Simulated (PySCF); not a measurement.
SMILES [SiH3][SiH2][Si](Cl)(Cl)Cl, singlet, CAM-B3LYP/def2-SVP optimised geometry.

```
11

Si    -1.19    -0.01     0.00
Si     1.15    -0.01     0.00
Si     1.92     1.09     1.90
Cl     1.23     3.03     1.91
Cl     3.98     1.14     2.02
Cl     1.20     0.15     3.59
H     -1.68    -0.71     1.22
H     -1.68     1.40     0.00
H     -1.70    -0.71    -1.21
H      1.70    -1.40     0.03
H      1.70     0.71    -1.19
```

Density from PySCF with CAM-B3LYP/def2-TZVP at that geometry.

Minimum of the electron density along straight lines between bonded atoms, close to the bond critical point (lines longer than 1.1 times the sum of covalent radii, or with two minima, are not listed):

| bond | length / Å | ρ at the minimum / e bohr⁻³ | ∇²ρ there / e bohr⁻⁵ | position (fraction from the first atom) |
|---|---|---|---|---|
| Si1–Si2 | 2.347 | 0.094 | -0.17 | 0.47 |
| Si2–Si3 | 2.330 | 0.097 | -0.13 | 0.36 |
| Si3–Cl4 | 2.060 | 0.101 | 0.19 | 0.36 |
| Si3–Cl5 | 2.057 | 0.102 | 0.20 | 0.36 |
| Si3–Cl6 | 2.060 | 0.101 | 0.19 | 0.36 |
| Si1–H7 | 1.488 | 0.121 | 0.15 | 0.49 |
| Si1–H8 | 1.488 | 0.121 | 0.15 | 0.49 |
| Si1–H9 | 1.488 | 0.120 | 0.15 | 0.49 |
| Si2–H10 | 1.489 | 0.120 | 0.15 | 0.49 |
| Si2–H11 | 1.489 | 0.120 | 0.15 | 0.49 |
